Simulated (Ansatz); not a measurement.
Born–Oppenheimer molecular dynamics of AlH5O2Si (9 atoms, charge 0, multiplicity 1). It starts at the highest image of a converged band, a first-order saddle point between two minima.

Computed with RKS PBE0-D4/6-31G* in Ansatz.

| Quantity | Value |
| --- | --- |
| ensemble | NVE (velocity Verlet) |
| time step | 0.5 fs |
| steps asked | 200 |
| starting velocities drawn for | 300 K |
| seed | 3599 |

Frames 1 fs apart, positions in Å, forces in eV/Å.

Velocities at 25 fs (Å/ps):

```
O 1.58 3.34 2.88
Al -3.25 -0.27 -0.08
Si 2.60 0.09 -1.78
O -3.60 -1.52 1.11
H 46.59 -27.11 -7.52
H -14.47 3.13 -8.08
H 2.89 17.10 -11.33
H 16.60 0.16 2.17
H -4.92 -17.52 13.04
```

```xyz
9
Properties=species:S:1:pos:R:3:forces:R:3 time_fs=25 energy_less_start_eV=-0.022 T=325
O -0.522 2.166 -0.566 -0.30 0.21 -0.13
Al -0.449 1.038 0.717 0.04 0.41 0.34
Si 0.534 -1.101 0.271 0.04 -0.23 0.11
O 0.223 -1.717 -1.253 0.06 0.39 -0.82
H -0.545 1.830 -1.466 0.10 0.10 -0.12
H -0.836 1.575 2.170 -0.02 0.02 -0.06
H 2.000 -1.012 0.582 0.01 -0.10 -0.05
H -0.059 -2.077 1.213 0.05 -0.26 0.10
H 0.301 -1.083 -1.994 0.01 -0.53 0.63
9
Properties=species:S:1:pos:R:3:forces:R:3 time_fs=26 energy_less_start_eV=-0.022 T=324
O -0.520 2.170 -0.563 -0.26 -0.15 -1.06
Al -0.452 1.038 0.716 0.04 0.37 0.34
Si 0.536 -1.101 0.269 0.03 -0.18 0.11
O 0.219 -1.719 -1.252 -0.01 -0.32 0.04
H -0.497 1.804 -1.473 0.07 0.47 0.76
H -0.850 1.578 2.161 -0.03 0.02 -0.02
H 2.003 -0.995 0.570 0.03 -0.11 -0.05
H -0.043 -2.078 1.216 0.05 -0.28 0.12
H 0.296 -1.102 -1.979 0.08 0.18 -0.24
9
Properties=species:S:1:pos:R:3:forces:R:3 time_fs=27 energy_less_start_eV=0.009 T=291
O -0.519 2.173 -0.561 -0.14 -0.41 -1.61
Al -0.455 1.038 0.717 0.03 0.34 0.33
Si 0.539 -1.101 0.267 0.02 -0.16 0.14
O 0.216 -1.720 -1.251 -0.09 -1.02 0.90
H -0.450 1.782 -1.473 -0.03 0.74 1.27
H -0.865 1.581 2.153 -0.04 0.02 0.03
H 2.006 -0.980 0.558 0.03 -0.12 -0.05
H -0.025 -2.082 1.219 0.05 -0.27 0.11
H 0.292 -1.120 -1.967 0.17 0.88 -1.12
9
Properties=species:S:1:pos:R:3:forces:R:3 time_fs=28 energy_less_start_eV=0.018 T=281
O -0.518 2.176 -0.560 -0.03 -0.51 -1.64
Al -0.458 1.038 0.717 0.02 0.33 0.32
Si 0.541 -1.101 0.265 0.00 -0.16 0.19
O 0.212 -1.723 -1.250 -0.11 -1.23 1.15
H -0.402 1.767 -1.461 -0.12 0.81 1.27
H -0.880 1.585 2.144 -0.06 0.02 0.08
H 2.010 -0.965 0.546 0.04 -0.13 -0.06
H -0.007 -2.088 1.224 0.07 -0.23 0.07
H 0.290 -1.129 -1.964 0.19 1.08 -1.38
9
Properties=species:S:1:pos:R:3:forces:R:3 time_fs=29 energy_less_start_eV=-0.013 T=315
O -0.517 2.179 -0.560 0.00 -0.40 -1.18
Al -0.462 1.038 0.717 0.01 0.34 0.31
Si 0.544 -1.101 0.264 -0.01 -0.17 0.27
O 0.208 -1.726 -1.247 -0.07 -0.78 0.55
H -0.356 1.760 -1.437 -0.13 0.67 0.78
H -0.896 1.589 2.137 -0.07 0.02 0.11
H 2.014 -0.952 0.533 0.04 -0.14 -0.06
H 0.011 -2.097 1.230 0.09 -0.16 0.01
H 0.289 -1.129 -1.974 0.13 0.61 -0.80
9
Properties=species:S:1:pos:R:3:forces:R:3 time_fs=30 energy_less_start_eV=-0.031 T=335
O -0.515 2.181 -0.560 -0.08 -0.13 -0.35
Al -0.465 1.038 0.718 -0.02 0.37 0.32
Si 0.547 -1.101 0.262 -0.02 -0.18 0.35
O 0.205 -1.729 -1.245 0.02 -0.05 -0.42
H -0.311 1.760 -1.406 -0.01 0.34 -0.06
H -0.913 1.593 2.131 -0.07 0.01 0.13
H 2.018 -0.940 0.519 0.03 -0.14 -0.06
H 0.030 -2.107 1.236 0.12 -0.08 -0.05
H 0.289 -1.122 -1.992 0.03 -0.14 0.15
9
Properties=species:S:1:pos:R:3:forces:R:3 time_fs=31 energy_less_start_eV=-0.010 T=312
O -0.514 2.184 -0.561 -0.26 0.18 0.47
Al -0.468 1.039 0.718 -0.05 0.39 0.33
Si 0.549 -1.102 0.261 -0.01 -0.20 0.42
O 0.201 -1.733 -1.243 0.08 0.51 -1.19
H -0.266 1.762 -1.375 0.21 -0.02 -0.89
H -0.930 1.597 2.125 -0.07 -0.01 0.13
H 2.022 -0.930 0.505 0.02 -0.14 -0.06
H 0.051 -2.118 1.241 0.14 0.00 -0.12
H 0.290 -1.117 -2.009 -0.05 -0.72 0.91
9
Properties=species:S:1:pos:R:3:forces:R:3 time_fs=32 energy_less_start_eV=0.010 T=291
O -0.513 2.186 -0.561 -0.36 0.28 0.80
Al -0.471 1.039 0.719 -0.08 0.41 0.34
Si 0.552 -1.102 0.260 0.01 -0.22 0.46
O 0.197 -1.736 -1.241 0.11 0.73 -1.48
H -0.218 1.765 -1.353 0.34 -0.16 -1.22
H -0.948 1.601 2.121 -0.07 -0.03 0.11
H 2.027 -0.920 0.490 0.01 -0.13 -0.06
H 0.073 -2.128 1.245 0.15 0.07 -0.17
H 0.291 -1.119 -2.017 -0.10 -0.94 1.21
9
Properties=species:S:1:pos:R:3:forces:R:3 time_fs=33 energy_less_start_eV=-0.005 T=307
O -0.512 2.189 -0.561 -0.20 0.04 0.44
Al -0.474 1.040 0.720 -0.12 0.42 0.35
Si 0.554 -1.102 0.259 0.02 -0.26 0.47
O 0.194 -1.738 -1.241 0.09 0.57 -1.24
H -0.168 1.766 -1.342 0.21 0.05 -0.84
H -0.966 1.605 2.119 -0.06 -0.05 0.08
H 2.032 -0.912 0.475 -0.01 -0.13 -0.06
H 0.096 -2.139 1.247 0.14 0.12 -0.20
H 0.290 -1.129 -2.014 -0.08 -0.77 0.99
9
Properties=species:S:1:pos:R:3:forces:R:3 time_fs=34 energy_less_start_eV=-0.025 T=328
O -0.512 2.192 -0.561 0.18 -0.38 -0.30
Al -0.478 1.041 0.721 -0.14 0.42 0.36
Si 0.557 -1.103 0.258 0.05 -0.28 0.45
O 0.190 -1.741 -1.241 0.02 0.07 -0.50
H -0.116 1.768 -1.339 -0.15 0.45 -0.09
H -0.986 1.608 2.116 -0.05 -0.07 0.05
H 2.036 -0.906 0.459 -0.02 -0.12 -0.06
H 0.120 -2.148 1.248 0.12 0.14 -0.20
H 0.289 -1.147 -2.001 -0.01 -0.23 0.28
9
Properties=species:S:1:pos:R:3:forces:R:3 time_fs=35 energy_less_start_eV=-0.011 T=312
O -0.511 2.194 -0.561 0.60 -0.72 -0.92
Al -0.481 1.042 0.722 -0.17 0.42 0.36
Si 0.560 -1.103 0.257 0.07 -0.29 0.39
O 0.186 -1.743 -1.241 -0.09 -0.61 0.52
H -0.065 1.774 -1.336 -0.55 0.78 0.57
H -1.005 1.611 2.115 -0.04 -0.10 0.01
H 2.041 -0.900 0.443 -0.03 -0.11 -0.06
H 0.146 -2.156 1.247 0.10 0.14 -0.18
H 0.288 -1.167 -1.986 0.11 0.50 -0.68
9
Properties=species:S:1:pos:R:3:forces:R:3 time_fs=36 energy_less_start_eV=0.017 T=283
O -0.510 2.196 -0.561 0.87 -0.88 -1.18
Al -0.485 1.043 0.723 -0.19 0.42 0.34
Si 0.562 -1.104 0.256 0.11 -0.26 0.30
O 0.183 -1.746 -1.241 -0.18 -1.08 1.25
H -0.020 1.787 -1.329 -0.81 0.91 0.88
H -1.025 1.613 2.113 -0.02 -0.12 -0.03
H 2.045 -0.896 0.426 -0.03 -0.10 -0.05
H 0.173 -2.162 1.244 0.05 0.11 -0.13
H 0.287 -1.182 -1.978 0.20 1.00 -1.37
```

Of the whole run (100 fs, mean temperature of the second half 247 K): The conserved energy stayed within 0.18 meV per atom of its start (net change 0.15 meV per atom), so the integration is sound. A run of 0.1 ps of so small a system gives no equilibrium averages. The orbitals stay closed-shell, which can raise the energy where a bond breaks towards radicals; this wasn't checked here.

Time of the run: 13 min on 1 thread of Intel(R) Xeon(R) Processor @ 2.70GHz, with other jobs on the host, peak memory 0.16 GiB.
